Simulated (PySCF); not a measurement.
Species: C₅H₁₀OSi.
Atom-mapped SMILES: `[CH2:1]=[C:2]1[CH2:3][O:4][SiH2:5][C@H:6]1[CH3:7]`

Geometry (GFN2-xTB, Å), atoms numbered from 1 in this order:
```xyz
17
C5H10OSi angstrom
C     -1.9080    0.8502    0.5583
C     -0.8913    0.1264    0.1239
C     -1.0264   -0.9326   -0.9402
O      0.0028   -1.8862   -0.8205
Si     1.1892   -1.5154    0.2383
C      0.5213    0.2336    0.6297
C      1.2663    1.3361   -0.1300
H     -1.7817    1.5972    1.3235
H     -2.9028    0.7354    0.1609
H     -1.9868   -1.4519   -0.8631
H     -0.9615   -0.4820   -1.9396
H      1.1419   -2.4130    1.3893
H      2.4619   -1.5159   -0.4714
H      0.5133    0.4959    1.6892
H      1.2976    1.1170   -1.1955
H      0.7689    2.2961    0.0049
H      2.2885    1.4212    0.2323
```

NICS = −σ at a ghost point: NICS(0) at the centroid of the ring atoms, NICS(1) 1 Å to either side along the normal of their mean plane, zz for the tensor component along that normal. Level: GIAO PBE0/pcSseg-1 (PySCF, non-relativistic, gas phase) on the GFN2-xTB geometry, one conformer.

Ring bond lengths (Å), with Mayer bond orders in brackets: C2–C3 1.507 (0.99), C3–O4 1.408 (0.90), O4–Si5 1.633 (0.99), Si5–C6 1.913 (0.86), C6–C2 1.504 (0.98).

Task: What do the NICS probes read (ppm)?

Result: 
```csv
ring,type,NICS(0),"NICS(1), two faces","NICS(1)zz, two faces",rms pucker (Å),"centre to ring atoms, mean (Å)"
C2–C3–O4–Si5–C6,5-membered ring with O and Si; formal bonds all single,-3.9,-1.8 / -3.2,-2.5 / -4.7,0.11,1.34
```

Task: What do they say, and how far can they be read as aromaticity?

Result: 
- C2–C3–O4–Si5–C6: mean NICS(1)zz -3.6 ppm, shielded. C3, Si5, C6 have four or more neighbours, and the NICS criterion for π rings isn't applied.

Task: What is the mean of the two in-plane components of NICS at the second NICS(1) probe listed for ring C2–C3–O4–Si5–C6, 1 Å off the ring?

Result: The isotropic value is a third of the trace: (3 × -3.2 − (-4.7))/2 = -2.5 ppm.

Task: List the ring angles and the Hirshfeld charges of the ring atoms.

Result: 
- C2–C3–O4–Si5–C6: C2 111.8° (+0.006 e), C3 110.5° (+0.005 e), O4 115.6° (-0.242 e), Si5 95.0° (+0.405 e), C6 101.2° (-0.116 e); sum 534.1° against 540° for a flat convex ring.

Task: How shielded are the nuclei of the rings and their hydrogens (means over atoms taken as equivalent)?

Result: 
| atoms | environment | σ isotropic (ppm) |
| --- | --- | --- |
| C2 | fully substituted alkene carbon | 22.8 |
| C3 | sp3 carbon bound to oxygen | 111.8 |
| O4 | silyl ether oxygen | 315.0 |
| Si5 | oxygen-bound silicon | 340.4 |
| C6 | sp3 carbon bound to silicon | 156.4 |
| H10 | methylene hydrogen | 26.97 |
| H11 | methylene hydrogen | 26.63 |
| H12 | Si–H hydrogen | 26.55 |
| H13 | Si–H hydrogen | 26.76 |
| H14 | methine hydrogen | 29.68 |
